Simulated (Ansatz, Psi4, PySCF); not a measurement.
Species: fluoroethane, C2H5F (charge 0, singlet). SMILES: CCF
Structure (B3LYP-D3(BJ)/def2-TZVP (Ansatz, a quantum-chemistry and plane-wave program) minimum search):
```
C
H 1 1.0924
H 1 1.0924 2 108.97
F 1 1.3997 2 107.10 3 115.53
C 1 1.5091 2 111.78 3 -124.04
H 5 1.0906 1 110.73 2 -58.47
H 5 1.0906 6 108.67 1 121.82
H 5 1.0924 6 108.40 7 117.62
```
Charge 0, spin multiplicity 1.

Property: vertical triplet-singlet gap, E(triplet) - E(singlet), in eV. Terms: open shells spin-unrestricted; spin-orbit terms left out; 6-31G* and kin with 6d, 5d where marked; no dispersion term unless named; each state is the SCF solution reached for its charge and spin; non-relativistic; valence correlation only; 6-311+G** with 5d. Ab initio and DFT rows: single points at B3LYP-D3(BJ) geometries (Ansatz). Levels can end on unlike triplets.

```json
[
 {"level": "HF/6-31G*", "program": "Ansatz", "vertical triplet-singlet gap, E(triplet) - E(singlet) (eV)": "10.36"},
 {"level": "HF/6-311+G**", "program": "Ansatz", "vertical triplet-singlet gap, E(triplet) - E(singlet) (eV)": "9.25"},
 {"level": "PBE/6-31G*", "program": "Ansatz", "vertical triplet-singlet gap, E(triplet) - E(singlet) (eV)": "9.28"},
 {"level": "PBE/6-311+G**", "program": "Ansatz", "vertical triplet-singlet gap, E(triplet) - E(singlet) (eV)": "8.03"},
 {"level": "B3LYP/STO-3G", "program": "Ansatz", "vertical triplet-singlet gap, E(triplet) - E(singlet) (eV)": "10.27"},
 {"level": "B3LYP/3-21G", "program": "Ansatz", "vertical triplet-singlet gap, E(triplet) - E(singlet) (eV)": "9.80"},
 {"level": "B3LYP/6-31G*", "program": "Ansatz", "vertical triplet-singlet gap, E(triplet) - E(singlet) (eV)": "9.81"},
 {"level": "B3LYP/6-311+G**", "program": "Ansatz", "vertical triplet-singlet gap, E(triplet) - E(singlet) (eV)": "8.59"},
 {"level": "M06-2X/6-31G* (5d)", "program": "PySCF", "vertical triplet-singlet gap, E(triplet) - E(singlet) (eV)": "10.28"},
 {"level": "wB97X-D/6-31G*", "program": "Psi4", "vertical triplet-singlet gap, E(triplet) - E(singlet) (eV)": "10.05"},
 {"level": "MP2/6-31G*", "program": "Ansatz", "vertical triplet-singlet gap, E(triplet) - E(singlet) (eV)": "11.22"},
 {"level": "MP2/6-311+G**", "program": "Ansatz", "vertical triplet-singlet gap, E(triplet) - E(singlet) (eV)": "10.23"},
 {"level": "wB97M-V/def2-TZVPD", "program": "Ansatz", "vertical triplet-singlet gap, E(triplet) - E(singlet) (eV)": "8.97"}
]
```

No value to compare with is used here. The 12 habitual levels span 8.03 (PBE/6-311+G**) to 11.22 eV (MP2/6-31G*); wB97M-V/def2-TZVPD gives 8.97.

The levels are drawn from those run, B3LYP/6-31G* more often than the rest, none by its result; left out are runs that failed, that the program found above a lower state of the same kind, or whose <S^2> lies over 0.5 above the pure value.
